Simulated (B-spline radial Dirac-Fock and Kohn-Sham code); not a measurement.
Binding energies of Rh³⁺ in different valence configurations

Model: Dirac-Fock ΔSCF + Breit + QED. Program: a radial finite-basis atomic code. The model has no electron correlation.

Reference: the tabulated ground configuration [Kr] 4d6, with 1s 23268.9 eV, 2s 3468.0 eV, 2p1/2 3197.4 eV, 3p1/2 573.6 eV, 3p3/2 548.5 eV, 4p3/2 95.85 eV, Kα1 20214.0 eV, Kβ1 22720.4 eV, Lα1 2698.4 eV.

Shifts from the reference in eV.

| configuration | average energy | 1s | 2s | 2p1/2 | 3p1/2 | 3p3/2 | 4p3/2 | Kα1 | Kβ1 | Lα1 |
| --- | --- | --- | --- | --- | --- | --- | --- | --- | --- | --- |
| [Kr] 4d5 5s1 | +10.86 | +6.38 | +6.84 | +6.78 | +6.55 | +6.54 | +4.58 | -0.41 | -0.16 | +0.30 |
| [Kr] 4d4 5s2 | +24.86 | +13.21 | +14.14 | +13.95 | +13.42 | +13.39 | +9.22 | -0.76 | -0.19 | +0.70 |
| [Kr] 4d5 5p1 | +17.96 | +7.62 | +8.03 | +8.00 | +7.79 | +7.78 | +5.77 | -0.38 | -0.15 | +0.29 |

Values without a named source are computed, but for edge energies of neutral atoms, which are taken from tables.
